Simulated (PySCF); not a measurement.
**How methods differ on the interval between two levels of Cl⁺**

Cl⁺ [Ne] 3s2 3p4 [3P2, M_J = 2] → Cl⁺ [Ne] 3s1 3p5 [3P2, M_J = 2], as a difference of total energies. All numbers are calculated (PySCF 2.14, the two-component X2C-1e Hamiltonian, in x2c-TZVPall-2c with one added diffuse shell each of s, p type (6s7p2d1f, 44 functions)). Correlated levels: [Ne] frozen; the 6 highest virtual spinors dropped. "Screened" scales the spin-orbit matrix elements by Boettger's factors to mimic the two-electron term; Breit and QED terms are absent.

```
                    method  interval between two levels (cm⁻¹)
           GHF (spin-free)                              116100
          GMP2 (spin-free)                              106320
 GHF (screened spin-orbit)                              116130
GMP2 (screened spin-orbit)                              106340
```

Errors of the correlated levels include the incompleteness of this basis and the frozen core.

The labels give the starting determinants; with spin-orbit coupling the two ends relaxed to ⟨J²⟩ = 6.02, ⟨L²⟩ = 2.02, ⟨S²⟩ = 2.00 and ⟨J²⟩ = 6.02, ⟨L²⟩ = 2.00, ⟨S²⟩ = 2.01.

For comparison: 93368 cm⁻¹ (measured; NIST Handbook of Basic Atomic Spectroscopic Data (Sansonetti and Martin, J. Phys. Chem. Ref. Data 34, 1559 (2005))).
